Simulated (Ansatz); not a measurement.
Born–Oppenheimer molecular dynamics of C2H10FN3Si (17 atoms, charge 0, multiplicity 1). It starts from a relaxed structure.

Method: RKS B3LYP/STO-3G in Ansatz.

* ensemble: NVT, Langevin thermostat
* time step: 0.25 fs
* steps asked: 214
* set temperature: 700 K
* friction: 0.005 /fs
* seed: 267614

First frame:

```xyz
17
Properties=species:S:1:pos:R:3
Si -0.070 -0.146 -0.152
F -0.206 -1.032 1.212
N 1.661 0.089 -0.329
C 2.575 -1.049 -0.034
H 2.141 -1.655 0.783
H 2.752 -1.718 -0.906
H 3.564 -0.677 0.300
C 2.170 0.971 -1.416
H 2.322 0.441 -2.383
H 1.446 1.789 -1.581
H 3.142 1.417 -1.131
N -0.746 1.460 -0.152
H -1.788 1.490 -0.105
H -0.389 2.088 0.601
N -1.005 -1.003 -1.370
H -0.646 -1.963 -1.583
H -1.027 -0.502 -2.290
```

Q: How far do the bonds stretch over the last three quarters of this one trajectory? (Pairs bonded in most of those frames.)

A: 
```csv
bond,mean (Å),spread (Å),shortest,longest
Si1–F2,1.628,0.037,1.57,1.69
Si1–N3,1.735,0.017,1.71,1.76
Si1–N12,1.767,0.061,1.68,1.84
Si1–N15,1.753,0.039,1.70,1.82
N3–C4,1.493,0.035,1.43,1.54
N3–C8,1.484,0.018,1.45,1.53
C4–H5,1.107,0.023,1.07,1.14
C4–H6,1.115,0.013,1.09,1.14
C4–H7,1.115,0.007,1.10,1.13
C8–H9,1.132,0.082,0.99,1.25
C8–H10,1.111,0.034,1.05,1.18
C8–H11,1.118,0.039,1.05,1.18
N12–H13,1.052,0.017,1.01,1.08
N12–H14,1.050,0.013,1.02,1.07
N15–H16,1.049,0.022,1.01,1.09
N15–H17,1.049,0.020,1.01,1.08
```

Mean temperature of the second half: 400 K. The mean temperature of the second half is 43 % below the set value. A run of 0.053 ps of so small a system gives no equilibrium averages. Limits of this set-up: minimal basis.

Run time: 15 min on 1 thread of Arm Neoverse V2, with other jobs on the host, peak memory 0.14 GiB.
